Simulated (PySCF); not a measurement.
CH7NSi3. Atoms are numbered in the order given.

```xyz
12

Si     2.1993     0.7821     0.0646
Si     0.3769    -0.6860     0.1980
N     -0.8263    -0.1038     1.4317
C     -1.8459     0.2263     0.7090
Si    -1.5115    -0.2396    -1.1341
H      1.6896     2.1664    -0.1766
H      3.0059     0.7682     1.3228
H      3.0777     0.3846    -1.0791
H      0.8289    -2.0900     0.4514
H     -2.7382     0.6767     1.1934
H     -2.3477    -1.3804    -1.6264
H     -1.5632     0.8520    -2.1597
```

The structure is a stationary point at r2SCAN-D4/def2-SVP. The structure was generated by enumeration; whether it is a known compound was not checked.

These are PySCF with PBE/def2-TZVP values and carry that method's errors.

The molecule is in vacuum.

```yaml
total_energy: -964.99487 hartree
highest_occupied_level: -5.54 eV
lowest_empty_level: -2.40 eV
orbital_gap: 3.14 eV
dipole_moment: 1.41 D
quadrupole, principal values (traceless, Buckingham form, about the centre of nuclear charge): -5.34, 0.01, 5.33 D·Å
mean_static_polarisability: 107.8 bohr³ (15.97 Å³)
polarisability_principal_values: 89.2, 96.1, 138.0 bohr³
```
